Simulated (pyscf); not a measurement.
PySCF, gas phase, ωB97X-D3(BJ)/def2-SVP geometries. MP2 and CC: frozen core, UHF for open shells. ΔMP2 is the change of the MP2 total energy from the triple- to the quadruple-zeta basis. Singlets are restricted, triplets unrestricted.

Singlet (Å):
```xyz
3

F      0.8491     0.0341    -1.4876
Sn     1.6417     0.7131     0.1584
Cl     0.4314    -0.6751     1.6499
```

Triplet (Å):
```xyz
3

F      1.5868     2.2289    -0.3331
Sn     1.0635     0.3794    -0.6708
Cl    -0.5473    -0.5688     0.7756
```

Q: For these two minima of F–Sn:–Cl, which spin state lies lower at CCSD(T)/def2-TZVPP + ΔMP2(QZVPP), and by how much (electronic energies)?

A: The singlet, by 3.24 eV. Zero-point energy shifts E(triplet) − E(singlet) by -0.01 eV. 

E(triplet) − E(singlet) by level (eV):

| level | gap |
|---|---|
| ωB97X-D3(BJ)/def2-TZVP | +3.23 |
| PBE/def2-TZVP | +3.09 |
| r²SCAN/def2-TZVP | +2.98 |
| B3LYP-D3(BJ)/def2-TZVP | +3.20 |
| PBE0-D3(BJ)/def2-TZVP | +3.04 |
| M06-2X/def2-TZVP | +2.84 |
| ωB97M-D3(BJ)/def2-TZVP | +3.18 |
| HF/def2-TZVP | +2.40 |
| MP2/def2-QZVPP | +3.38 |
| CCSD/def2-TZVPP | +3.10 |
| CCSD(T)/def2-TZVPP | +3.12 |
| CCSD(T)/def2-TZVPP + ΔMP2(QZVPP) | +3.24 |

The triplet is the lowest one reached from the SCF start used. The CCSD(T) − MP2 part came from Ansatz, without density fitting, on the same reference. The frozen core leaves the outer d or s,p core shells of the metals and heavy elements correlated in the MP2 and CC values, and def2-TZVPP describes them poorly, which can shift differences by a few kcal/mol. Elements past Kr carry the def2 core potentials, without spin-orbit coupling.
